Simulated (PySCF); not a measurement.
PySCF 2.14 output of an unrestricted PBE calculation on a single atom or ion in aug-cc-pVTZ-PP with ECP28MDF, with scalar relativity through the core potential:

```
SCF conv_tol = 1e-09
number electrons alpha = 8  beta = 4
    J. P. Perdew, K. Burke, and M. Ernzerhof.,  Phys. Rev. Lett. 77, 3865 (1996)
    J. P. Perdew, K. Burke, and M. Ernzerhof.,  Phys. Rev. Lett. 78, 1396 (1997)
    J. P. Perdew, K. Burke, and M. Ernzerhof.,  Phys. Rev. Lett. 77, 3865 (1996)
    J. P. Perdew, K. Burke, and M. Ernzerhof.,  Phys. Rev. Lett. 78, 1396 (1997)
cycle= 1 E= -56.2314220397909  delta_E= -0.00456  |g|= 0.00577  |ddm|= 0.412
cycle= 2 E= -56.2314548157684  delta_E= -3.28e-05  |g|= 0.00222  |ddm|= 0.158
cycle= 3 E= -56.2314567292215  delta_E= -1.91e-06  |g|= 0.000746  |ddm|= 0.0193
cycle= 4 E= -56.2314570254954  delta_E= -2.96e-07  |g|= 0.000148  |ddm|= 0.00646
cycle= 5 E= -56.2314570365599  delta_E= -1.11e-08  |g|= 5.98e-06  |ddm|= 0.00123
cycle= 6 E= -56.2314570366212  delta_E= -6.13e-11  |g|= 7.69e-07  |ddm|= 0.000147
converged SCF energy = -56.2314570366212  <S^2> = 6.0007521  2S+1 = 5.0003008
```

The run itself started from symmetry-adapted Hartree-Fock orbitals and held the occupation by maximum overlap, on a logarithmic radial grid, so the iterations belong to that start.

**Question.** Which element, charge and spin multiplicity is this?

**Answer.** Nb⁺ (niobium, charge +1), multiplicity 5; the state was [Kr] 4d3 5p1, one real determinant (an excited configuration).

⟨L²⟩ = 14.01 against 20 for a pure G term, so this real determinant mixes terms. Energies and moments cover only the electrons outside the core potential.
